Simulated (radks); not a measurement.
Species: Ce30+. Configuration: [Ar] 3d10 (the NIST ground configuration). Method: Dirac Kohn-Sham, relativistic LDA (MacDonald-Vosko exchange, VWN5 correlation), spin-unpolarised, spherical densities, finite nucleus; Fermi nuclear charge, rms radius 4.8771 fm; computed with a radial shooting solver on a logarithmic mesh with Libxc functionals.

Normalised radial functions P(r) = r R(r) (large component), r in bohr:

r           3p3/2    4p1/2
0.001395   0.0049   0.0093
0.001787   0.0079   0.0127
0.002272   0.0125   0.0174
0.002888   0.0196   0.0241
0.003672   0.0306   0.0337
0.004705   0.0482   0.0479
0.005981   0.0742   0.0676
0.007604   0.1131   0.0956
0.009666   0.1702   0.1348
0.01229    0.2519   0.1883
0.01575    0.3693   0.2620
0.02002    0.5199   0.3524
0.02545    0.7057   0.4580
0.03235    0.9127   0.5671
0.04146    1.1113   0.6566
0.0527     1.2224   0.6778
0.067      1.1622   0.5804
0.08517    0.8381   0.3187
0.1083     0.2081  -0.1064
0.1387    -0.6804  -0.6148
0.1764    -1.5303  -0.9573
0.2242    -2.0501  -0.8941
0.285     -2.0257  -0.2992
0.3653    -1.4965   0.6703
0.4643    -0.8215   1.4356
0.5903    -0.3150   1.5603
0.7504    -0.0776   1.0739
0.954     -0.0110   0.4655
1.222     -0.0007   0.1118
1.554     0.0000   0.0145

3p3/2: eigenvalue -2135.0 eV, 1 radial node at r = 0.115 bohr, <r> = 0.274 bohr, 90 % of the charge inside 0.409 bohr. 4p1/2 (empty): eigenvalue -1064.8 eV, 2 radial nodes at r = 0.103, 0.309 bohr, <r> = 0.554 bohr, 90 % of the charge inside 0.791 bohr.
